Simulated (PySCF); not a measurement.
Method: ωB97X-D3(BJ)/def2-TZVP // B3LYP-D3(BJ)/def2-TZVP (PySCF). All species are isolated molecules in the gas phase. One relaxed conformer stands for a flexible species; it need not be the lowest. Delta-SCF ions had no search for a lower state. Excitations are Tamm–Dancoff values on a coarser integration grid. The basis has no diffuse functions, so Rydberg states are missing or too high.

Reference species (SMILES): `C(C#C)O` (neutral, multiplicity 1).

The vertical ionisation energy (Delta-SCF) is 10.55 eV and the T1 excitation (TDA) comes out as 5.57 eV. The S1 oscillator strength comes out as 0.000.

After one change: the vertical ionisation energy (Delta-SCF) falls by 1.03 eV; the T1 excitation (TDA) decreases by 0.06 eV; the S1 oscillator strength stays essentially unchanged.

Question: Which change was made? The new species is one of these.
A) `C#CC1CC1`
B) `C#CS`
C) `C#COC`
D) `C#CN`

Answer: A, `C#CC1CC1`
